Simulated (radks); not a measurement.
Question: Radial electron density D(r) = 4 pi r^2 rho(r) of an atom or ion with 16 electrons. All-electron calculation, scalar-relativistic Kohn-Sham, PBE, spin-unpolarised, spherical densities, point nucleus. Program: a radial shooting solver on a logarithmic mesh with Libxc functionals.

```
   r/bohr * D(r) (the largest magnitude, 103, reaches the edge; | marks zero)
 0.000784 |*
0.0008769 | *
 0.000973 | *
 0.001088 |  *
 0.001208 |  *
 0.001351 |   *
 0.001499 |   *
 0.001676 |    *
  0.00186 |     *
 0.002081 |      *
 0.002309 |       *
 0.002582 |         *
 0.002865 |          *
 0.003205 |            *
 0.003585 |              *
 0.003977 |                *
 0.004449 |                   *
 0.004936 |                     *
 0.005521 |                        *
 0.006127 |                           *
 0.006853 |                              *
 0.007604 |                                 *
 0.008505 |                                    *
 0.009437 |                                       *
  0.01056 |                                         *
  0.01171 |                                           *
   0.0131 |                                            *
  0.01465 |                                            *
  0.01626 |                                            *
  0.01819 |                                           *
  0.02018 |                                          *
  0.02257 |                                         *
  0.02504 |                                       *
  0.02801 |                                      *
  0.03108 |                                      *
  0.03477 |                                       *
  0.03858 |                                         *
  0.04315 |                                             *
  0.04826 |                                                *
  0.05355 |                                                    *
   0.0599 |                                                      *
  0.06646 |                                                      *
  0.07434 |                                                    *
  0.08249 |                                               *
  0.09226 |                                        *
   0.1024 |                                *
   0.1145 |                         *
   0.1271 |                    *
   0.1421 |                  *
   0.1577 |                  *
   0.1764 |                  *
   0.1973 |                   *
   0.2189 |                  *
   0.2448 |               *
   0.2717 |           *
   0.3039 |       *
   0.3372 |    *
   0.3771 | *
   0.4185 |*
   0.4681 *
   0.5194 *
   0.5809 *
   0.6446 *
    0.721 *
```

What is the nuclear charge?

Answer: Z = 64. The innermost maximum, from 1s, lies near gamma/Z bohr with gamma = sqrt(1 - (Z/c)^2) = 0.884, here 0.0138 bohr (found: 0.0150), and its height grows with Z. The density is that of the gadolinium ion Gd48+ in [Ne] 3s2 3p4; the configuration itself is not fixed sharply by these data, and Z only to a few units. D(r) has 3 maxima, at r = 0.0150, 0.0639, 0.196 bohr, and minima at 0.0299, 0.153 bohr, inside which lie 1.98, 10.53 electrons.
